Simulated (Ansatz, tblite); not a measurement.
Forces on Ag3Cl4⁻ at its PBE-D4/def2-SVPD geometry. Total charge -1; singlet.

In the def2 sets Ag takes a core potential; there is no spin–orbit coupling. The xTB rows come from tblite. No other spin state of charge -1 was run. Another isomer (singlet) lies 0.18 eV lower at PBE0-D4/def2-TZVPD; other spin states weren't run for this one.

GFN1-xTB (tblite), largest force 0.27 eV/Å:

```xyz
7
positions Å, forces eV/Å
Ag   -0.922   -0.690    1.234    0.022    0.014    0.270
Ag   -0.475    1.471   -0.680    0.072    0.256    0.056
Ag    1.252   -0.885   -0.707    0.268   -0.013    0.048
Cl    1.065    0.813   -2.568   -0.007   -0.003   -0.210
Cl    0.317   -2.807    0.640   -0.048   -0.202   -0.034
Cl   -2.568    1.146    0.694   -0.208    0.016   -0.030
Cl    1.332    0.953    1.386   -0.099   -0.068   -0.100
```

GFN2-xTB (tblite), largest force 0.46 eV/Å:

```
Ag -0.007 -0.004 0.003
Ag -0.005 0.005 -0.006
Ag 0.004 -0.009 -0.009
Cl -0.158 -0.119 0.413
Cl -0.041 0.447 -0.089
Cl 0.413 -0.174 -0.100
Cl -0.206 -0.146 -0.213
```

PBE-D4/def2-TZVPD (Ansatz), largest force 0.22 eV/Å:

```
Ag 0.008 0.007 -0.097
Ag -0.013 -0.096 -0.006
Ag -0.096 0.017 -0.004
Cl -0.064 -0.048 0.201
Cl -0.010 0.214 -0.031
Cl 0.201 -0.074 -0.036
Cl -0.025 -0.019 -0.027
```
